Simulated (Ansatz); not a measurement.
Cartesian coordinates (Å):
```xyz
6

C     -1.3136    -0.0391     0.0061
B      0.0631     0.0035     0.0099
B      1.6858     0.0535     0.0151
O      2.8935     0.0947     0.0231
H     -1.9115     0.0341     0.9105
H     -1.8917    -0.1515    -0.9076
```
Charge 0, multiplicity 1.

The numbers are results of frozen-core CCSD(T)/cc-pVTZ // r2SCAN-D4/def2-TZVP (Ansatz, an electronic-structure program), not measurements. The restricted HF reference is unstable towards unrestricted orbitals.

| Item | Value |
|---|---|
| HF energy | -163.30537 Ha |
| MP2 correlation energy | -0.56894 Ha |

Task: Estimate the CCSD correlation energy, the (T) correction, the total energy and the T1 diagnostic.

Result: 
```json
{
 "CCSD correlation energy": "-0.58659 Ha",
 "(T) correction": "-0.02884 Ha",
 "CCSD(T) total energy": "-163.92080 Ha",
 "T1 diagnostic": "0.020"
}
```
